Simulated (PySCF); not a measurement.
**Exercise with solution: entropy of an ideal gas**

Ga(Br)(OH)2 (BrGaH2O2), SMILES [OH][Ga]([Br])[OH].

Geometry: PBE-D3(BJ)/def2-SVP. The values are those of a single conformer.

PBE-D3(BJ)/def2-SVP run with PySCF 2.14.0 gives the harmonic wavenumbers 123, 159, 165, 298, 309, 339, 663, 713, 819, 852, 3716, 3728 cm⁻¹ and the rotational temperatures 0.2905, 0.0749, 0.0596 K. The molar mass is 183.64 g/mol, the symmetry number 1, the spin multiplicity 1.

Question: Work out the entropy at 298.15 K and 1 atm in the rigid-rotor, harmonic-oscillator model.

Answer: 
Translation (Sackur–Tetrode at 1 atm): S = R[1.5 ln M + 2.5 ln T − 1.16487] = 173.8 J/(mol K).
Rotation: q = (√π/σ) T^1.5/√(θA θB θC) = 253000, S = R[ln q + 3/2] = 115.9 J/(mol K).
Vibration: with u = 1.4388 ν/T, each mode gives R[u/(e^u − 1) − ln(1 − e^−u)]:
```
ν (cm⁻¹)  modes     u  S (J/(mol K))
--------  -----  ----  -------------
123           1  0.59          12.77
159           1  0.77          10.72
165           1  0.80          10.43
298           1  1.44           5.98
309           1  1.49           5.72
339           1  1.64           5.09
663           1  3.20           1.48
713           1  3.44           1.22
819           1  3.95           0.80
852           1  4.11           0.71
```
The stiffer modes add less than 0.005 each. Sum 54.9 J/(mol K).
Spin: R ln 1 = 0.0 J/(mol K).
Total 344.6 J/(mol K); the program's own thermochemistry gives 344.6. Translation makes up 50 % and vibration 16 %. Anharmonicity, hindered rotation and orbital degeneracy are left out.
